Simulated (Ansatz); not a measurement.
`CO[Si]Br` + H₂O → `CO[Si]O` + HBr at 600 K and 1 bar (formal hydrolysis of the Si–Br bond).

Computed with Ansatz on PBE0-D4/def2-TZVP structures; ΔE is electronic, products minus reactants. CCSD(T)/CBS adds triple-zeta CCSD(T) − MP2 to the extrapolated MP2 energy (def2 sets, frozen cores). This one scheme is used for every species. For Br outer-core shells are correlated without core-valence functions, which leaves a few kJ/mol of doubt a bond. Scalar relativity is left out up to krypton. One conformer a species, not always the lowest.

| species | CCSD(T)/CBS energy (Eh) | H − E (kJ/mol) | S (J/(mol·K)) |
| --- | --- | --- | --- |
| `CO[Si]Br` | -2977.47730 | 159.8 | 396.4 |
| H₂O | -76.37941 | 76.8 | 212.8 |
| `CO[Si]O` | -479.93637 | 195.8 | 378.0 |
| HBr | -2573.91920 | 33.5 | 219.1 |

H − E and S are ideal-gas, rigid-rotor, harmonic terms from PBE0-D4/def2-TZVP, for one conformer and one mirror image of each species. 1 Eh = 2625.50 kJ/mol, R = 8.31446 J/(mol·K).

Q: By hand: ΔE, ΔH, ΔS and ΔG.

A: ΔE = (-479.93637) + (-2573.91920) − (-2977.47730) − (-76.37941) = 0.00114 Eh = 3.0 kJ/mol. Δ(H − E) = 195.8 + 33.5 − 159.8 − 76.8 = -7.3, so ΔH = -4.3 kJ/mol. ΔS = 378.0 + 219.1 − 396.4 − 212.8 = -12.1 J/(mol·K). ΔG = -4.3 − 600 × (-12.1)/1000 = 3.0 kJ/mol.

Q: By hand: the equilibrium constant, and the temperature at which ΔG would vanish if ΔH and ΔS stayed fixed.

A: log₁₀ K = −ΔG/(RT ln 10) = -0.3. ΔG = 0 at ΔH/ΔS = 355 K, though so small a ΔH makes that figure unsure.

TΔS isn't small against ΔH here. The sign of ΔG lies within the doubt. A doubt of 5 kJ/mol in ΔE shifts log₁₀ K by 0.4 here. Other conformers and mirror images would add mixing entropy, several J/(mol·K) or more a flexible species. These are equilibria of isolated gas molecules and say nothing of rates. Largest T1 diagnostic: 0.014 (customary marks: 0.02 for closed shells, 0.045 for open ones).
